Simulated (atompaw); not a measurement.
**An all-electron radial function and its pseudo partner (neodymium)**

Columns: radius, all-electron u(r) and pseudo u(r) of the 4f shell (level -1.94 eV) of neodymium in the configuration [Kr] 4d10 4f4 5s2 5p6 5d0 6s2 6p0; LDA (PW92), scalar-relativistic, PAW (atompaw) scheme, atompaw 4.2.0.5.

```csv
r (bohr),all-electron,pseudo
0.115,0.0719,0.0002
0.231,0.3517,0.0034
0.346,0.6478,0.0158
0.462,0.8462,0.0456
0.577,0.9360,0.0982
0.692,0.9505,0.1747
0.808,0.9206,0.2703
0.923,0.8682,0.3718
1.038,0.8061,0.4650
1.154,0.7409,0.5361
1.269,0.6779,0.5740
1.385,0.6179,0.5775
1.500,0.5628,0.5526
1.615,0.5124,0.5114
1.731,0.4663,0.4663
1.846,0.4251,0.4251
1.962,0.3876,0.3876
2.077,0.3541,0.3541
2.192,0.3240,0.3240
2.308,0.2968,0.2968
2.423,0.2724,0.2724
2.538,0.2505,0.2505
2.654,0.2306,0.2306
2.769,0.2128,0.2128
2.885,0.1966,0.1966
3.000,0.1820,0.1820
```

**Question.** How many radial nodes do the two functions have?

**Answer.** The all-electron 4f function has n − l − 1 = 0; the pseudo-wave has 0.

**Question.** At about which radius was the pseudo-wave matched?

**Answer.** 1.75 bohr, where the columns begin to agree (steps of 0.12 bohr).

**Question.** Is the pseudo-wave norm-conserving?

**Answer.** No, it belongs to a PAW set: the norm inside the radius is not constrained, and the difference is carried by the augmentation charge.
